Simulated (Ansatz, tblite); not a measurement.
Cost and result up the ladder for MoO2Cl2 (MoCl₂O₂) (5 atoms). Total charge 0; singlet. Geometry: PBE-D4/def2-SVP.

Cartesian coordinates in Å:
```
Mo 0.049 0.077 -0.046
O -0.493 0.953 -1.383
O 1.549 0.723 0.375
Cl 0.299 -2.103 -0.622
Cl -1.403 0.350 1.675
```

Ansatz on 4 threads of Arm Neoverse V1 on a shared host; xTB runs through tblite on one thread. Times are rough, summed over both states, and most runs start from the orbitals of an earlier one. No level here is sound enough to serve as a yardstick. The other state is a doublet.

In the def2 sets Mo takes a core potential; there is no spin–orbit coupling. The xTB rows come from tblite. HOMO above LUMO, or a gap near zero within one spin, warns that the state may not be the lowest or that an electron is smeared out.

Raw xTB energies of ions are shifted by several eV.

| level | functions | wall time |
| --- | --- | --- |
| GFN1-xTB | 35 | 0.01 s |
| GFN2-xTB | 35 | 0.013 s |
| PBE0-D4/def2-TZVP (with forces) | 176 | 9.2 s |
| PBE-D4/def2-TZVP | 176 | 11 s |

Problem. Estimate what each level gives for the vertical IE (eV).

Solution. 
```json
{"level": "GFN1-xTB", "vertical IE (eV)": "16.55", "remarks": "–"}
{"level": "GFN2-xTB", "vertical IE (eV)": "15.84", "remarks": "–"}
{"level": "PBE0-D4/def2-TZVP (with forces)", "vertical IE (eV)": "11.77", "remarks": "restricted SCF unstable in HF (singlet)"}
{"level": "PBE-D4/def2-TZVP", "vertical IE (eV)": "11.37", "remarks": "gap within one spin near zero (+1 doublet)"}
```
